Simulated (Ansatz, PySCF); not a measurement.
The pair A = C2H2 (SMILES C#C) (first 4 atoms), B = CH3Br (SMILES CBr); geometry from B3LYP-D3(BJ)/def2-TZVP.
(charge 0, multiplicity 1):
```tsv
atom	x (Å)	y (Å)	z (Å)
C	-0.0481	0.4930	0.1742
C	-0.0073	-0.2667	-0.7506
H	-0.0861	1.1527	1.0091
H	0.0299	-0.9323	-1.5782
C	-0.4002	-1.2031	3.3590
Br	-0.3503	0.6766	3.9135
H	-0.3032	-1.2260	2.2790
H	-1.3518	-1.6105	3.6811
H	0.4294	-1.7057	3.8433
```

Rows in 6-31G* carry no dispersion term and start afresh at each structure (6-31G* with six Cartesian d functions); the Pople sets are all-electron and without relativity.

Codes used: Ansatz (Gaussian basis) for Hartree–Fock, density functionals and correlated methods; PySCF for 6-31G* rows. 

Total energies (hartree), monomers frozen at their geometry in the pair:

```json
[
 {"structure": "AB", "PBE/def2-TZVPPD": "-2690.8908747", "B3LYP/6-31G*": "-2691.1235738", "B3LYP/def2-TZVPPD": "-2691.4832520"},
 {"structure": "A in the pair's basis", "PBE/def2-TZVPPD": "-77.2523047", "B3LYP/6-31G*": "-77.3263754", "B3LYP/def2-TZVPPD": "-77.3658012"},
 {"structure": "B in the pair's basis", "PBE/def2-TZVPPD": "-2613.6361638", "B3LYP/6-31G*": "-2613.7956566", "B3LYP/def2-TZVPPD": "-2614.1163023"},
 {"structure": "A", "PBE/def2-TZVPPD": "-77.2522307", "B3LYP/6-31G*": "-77.3255082", "B3LYP/def2-TZVPPD": "-77.3657418"},
 {"structure": "B", "PBE/def2-TZVPPD": "-2613.6360926", "B3LYP/6-31G*": "-2613.7954903", "B3LYP/def2-TZVPPD": "-2614.1162271"}
]
```

Question: Work out the interaction energy without and with the counterpoise correction, and the superposition error, for each level.

Answer: 
E(AB) − E(A) − E(B), times 627.509 kcal/mol, with the monomers in their own basis and then in the pair's basis:
- PBE/def2-TZVPPD: -1.60 uncorrected, -1.51 corrected; the monomers gain 0.09 kcal/mol from borrowed functions
- B3LYP/6-31G*: -1.62 uncorrected, -0.97 corrected; the monomers gain 0.65 kcal/mol from borrowed functions
- B3LYP/def2-TZVPPD: -0.81 uncorrected, -0.72 corrected; the monomers gain 0.08 kcal/mol from borrowed functions

Ansatz is an electronic-structure program.
